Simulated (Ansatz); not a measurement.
CH3BClNO, SMILES `ClB1NCO1`, relaxed with RKS PBE0-D4/def2-TZVP in the Gaussian-basis code of Ansatz from a PBE-D4/def2-SVP geometry. The force threshold is 0.005 eV/Å; the program also tests the step.

Total charge 0; spin multiplicity 1.

Start:

```xyz
8

Cl   -1.751   -2.193   -0.134
B    -0.590   -0.880   -0.104
N    -0.552    0.425    0.450
C     0.775    0.508   -0.142
O     0.687   -0.832   -0.685
H    -1.073    1.115    0.984
H     0.889    1.264   -0.952
H     1.616    0.592    0.585
```

Question: How much energy does the relaxation release, and in how many steps? (Best estimate.)

Answer: The calculation gave: 0.87 kcal/mol, in 13 steps, 1 of them rejected.

Question: Which bonds change most? (Estimate.)

Answer: Ansatz gave: C4–H8 from 1.114 to 1.094 Å; C4–H7 from 1.114 to 1.094 Å; Cl1–B2 from 1.753 to 1.738 Å; N3–H6 from 1.016 to 1.001 Å.

Question: Give the relaxed structure. (An estimate is asked.)

Answer: Computed: 
```xyz
8

Cl   -1.752   -2.152   -0.156
B    -0.576   -0.875   -0.086
N    -0.505    0.387    0.532
C     0.781    0.505   -0.127
O     0.680   -0.821   -0.676
H    -1.095    1.114    0.886
H     0.830    1.255   -0.921
H     1.638    0.585    0.547
```
